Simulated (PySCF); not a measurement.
## Unknowns

- structure optimised with GFN2-xTB
- σ from GIAO-PBE0/pcSseg-1
- program: PySCF
- rapidly exchanging positions averaged, no relativistic terms, in vacuum, one conformer

δ = σ(ref) − σ, references computed at the same level: $^{1}$H, $^{13}$C against TMS. Splittings of carbon signals by F and P are missing where no couplings were computed. Where no couplings were computed, multiplicities follow the n + 1 count of equivalent neighbours, and m marks all less simple cases (inequivalent or close neighbours, rings, F or P nearby). Shifts are as computed. Against solution values, carbons near 30 ppm lie about +3 ppm off and those near 130 ppm about +5 ppm; carbons on Cl a further +6 ppm (rms about the fit 2.1 ppm; single classes can miss by 10 ppm). Of 1328 compounds with measured shifts, 309 miss one by over three times the rms of a fit or turn the order of signals round; such compounds aren't used in these exercises. Signals without a measured value on file couldn't be tested in this way; 1H shifts scatter by 0.2 ppm about their fit, and single ones miss by 0.5 ppm. Carbons bonded to Cl come out too deshielded.

Q: C₇H₄FNO. $^{1}$H NMR (300 MHz, computed): δ 8.12 (m, 1H), 6.31 (m, 1H), 5.32 (m, 1H), 5.06 (m, 1H). $^{13}$C{$^{1}$H} NMR (computed): δ 197.5, 168.5, 145.1, 121.8, 119.1, 89.4, 85.6. Identify the compound.

A: `N#CC1=C[C@@H]2O[C@H]1C=C2F`. Rings plus π bonds: 6 (2 rings in the answer). 7 carbon signals for 7 carbons: no two carbons are equivalent. Carbon types of the structure: 3 × C, 4 × CH, which accounts for all hydrogens. δC 197.5, 145.1: fully substituted alkene carbon. δC 168.5, 121.8: alkene CH. δC 119.1: nitrile carbon; this is the usual window of a C≡N carbon, which has no attached hydrogen. δC 89.4, 85.6: allylic sp3 CH bonded to O; the inductive effect lowers its shielding.

This is the structure that produced the data. Such data don't tell enantiomers apart.

Q: C₆H₈OSi. $^{1}$H NMR (500 MHz, computed): δ 6.09 (s, 1H), 5.13 (m, 1H), 5.09 (m, 1H), 5.08 (s, 3H), 4.95 (m, 1H), 4.86 (m, 1H). $^{13}$C{$^{1}$H} NMR (computed): δ 171.2, 156.2, 149.0, 127.1, 99.2, 95.5. What is it?

A: SMILES C=C1C=C(O[SiH3])C1=C. The formula gives 4 degrees of unsaturation (1 ring in the answer). 6 carbon signals for 6 carbons: no two carbons are equivalent. Carbon types of the structure: 3 × C, 1 × CH, 2 × CH2, leaving 3 H on heteroatoms. δC 171.2: alkene carbon bearing oxygen; an sp2 carbon further deshielded by the attached heteroatom. δC 156.2, 149.0: fully substituted alkene carbon; an sp2 carbon of a C=C bond. δC 127.1: β carbon of an enol-ether or enamine type C=C. δC 99.2, 95.5: terminal =CH2 carbon.

The data come from this structure; uniqueness wasn't tested.

Q: C₄H₉ClO₂. $^{1}$H NMR (500 MHz, computed): δ 4.22 (t, 1H), 3.68 (s, 6H), 3.59 (d, 2H). $^{13}$C{$^{1}$H} NMR (computed): δ 112.0 (CH), 59.6 (CH3), 54.0 (CH2). Identify the compound.

A: chloroacetaldehyde dimethyl acetal (SMILES COC(CCl)OC). The formula gives 0 degrees of unsaturation. 3 carbon signals for 4 carbons: some carbons are equivalent by symmetry or fast rotation. Carbon types of the structure: 1 × CH, 1 × CH2, 2 × CH3, which accounts for all hydrogens. δC 112.0: sp3 carbon bearing two oxygens; 2 electronegative neighbours deshield it. δC 59.6: methyl carbon bonded to O; the inductive effect lowers its shielding. δH 3.68: hydrogen on a methyl carbon bonded to O; its carbon carries O, which withdraws density. δH 3.59: hydrogen on an sp3 CH2 bonded to Cl; its carbon carries Cl, hence the downfield position.

The data come from this structure; uniqueness wasn't tested.

Q: C₆H₈OSi. $^{1}$H NMR (400 MHz, computed): δ 7.60 (m, 2H), 7.24 (t, 1H), 7.07 (d, 2H), 5.15 (s, 3H). $^{13}$C{$^{1}$H} NMR (computed): δ 162.3 (C), 135.1 (CH), 126.3 (CH), 122.1 (CH). Give a structure.

A: `C1=CC=CC(O[SiH3])=C1`. The formula gives 4 degrees of unsaturation (1 ring in the answer). 4 carbon signals for 6 carbons: some carbons are equivalent by symmetry or fast rotation. Carbon types of the structure: 1 × C, 5 × CH, leaving 3 H on heteroatoms. δC 162.3: aromatic carbon bearing oxygen; σ withdrawal by the attached heteroatom moves it downfield of the ring CH carbons. δC 135.1, 126.3, 122.1: aromatic CH. δH 7.60, 7.24, 7.07: hydrogen on an aromatic CH; aromatic region. δH 5.15: hydrogen on a silicon bonded to O.

This is the structure that produced the data.

Q: C₇H₄FNO. $^{1}$H NMR (600 MHz, computed): δ 8.75 (m, 1H), 7.82 (d, 1H), 7.61 (m, 1H), 7.59 (m, 1H). $^{13}$C{$^{1}$H} NMR (computed): δ 158.4 (C), 156.7 (C), 149.4 (CH), 133.6 (C), 129.7 (CH), 121.8 (CH), 120.7 (CH). Identify the compound.

A: SMILES C1=C2C=NOC2=C(F)C=C1. The formula gives 6 degrees of unsaturation (2 rings in the answer). 7 carbon signals for 7 carbons: no two carbons are equivalent. Carbon types of the structure: 3 × C, 4 × CH, which accounts for all hydrogens. δC 156.7: aromatic carbon bearing fluorine; σ withdrawal by the attached heteroatom moves it downfield of the ring CH carbons. δC 149.4: aromatic CH next to a ring nitrogen; the adjacent pyridine-type nitrogen withdraws density from it. δC 129.7, 121.8, 120.7: aromatic CH. δH 8.75: hydrogen on an aromatic CH next to a ring nitrogen; ring current plus the neighbouring ring nitrogen.

The data come from this structure; uniqueness wasn't tested.
